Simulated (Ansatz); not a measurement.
Consider the dimerisation: 2 `C[O][Ga]([Cl])[Cl]` → `C[O+]1[Ga-]([Cl])([Cl])[O+](C)[Ga-]1([Cl])[Cl]`.

Program: Ansatz. Geometries: PBE0-D4/def2-TZVP. ΔE: electronic, gas phase. CCSD(T)/CBS adds triple-zeta CCSD(T) − MP2 to the extrapolated MP2 energy (def2 sets, frozen cores). For Ga outer-core shells are correlated without core-valence functions, which leaves a few kJ/mol of doubt a bond. Scalar relativity is left out up to krypton. Each species was taken in one conformer, which may not be the lowest.

```tsv
level	ΔE (kcal/mol)
CCSD(T)/def2-TZVPP	-61.2
MP2/CBS(def2)	-59.3
```

**Question.** What does CCSD(T)/CBS give? (An estimate is asked.)

**Answer.** Computed: -58.8 kcal/mol. The listed levels differ from it by -2.4, -0.5 kcal/mol.

Largest T1 diagnostic among the species: 0.013.

In def2-TZVPP, CCSD(T) changes the Hartree–Fock value by −7.3 kcal/mol (the triples alone add −0.7 kcal/mol) and MP2 by −7.8 kcal/mol. The D4 term adds −11.0 kcal/mol with B3LYP and −6.4 kcal/mol with PBE0; it sums over pairs of atoms, weighted by their polarisabilities, and B3LYP, whose exchange is more repulsive, gets the larger term. From PBE to PBE0 (25 % exact exchange), in def2-TZVPP and without D4, ΔE moves by −6.3 kcal/mol.

B3LYP here is the variant with VWN-RPA as its local correlation; programs differ in this.
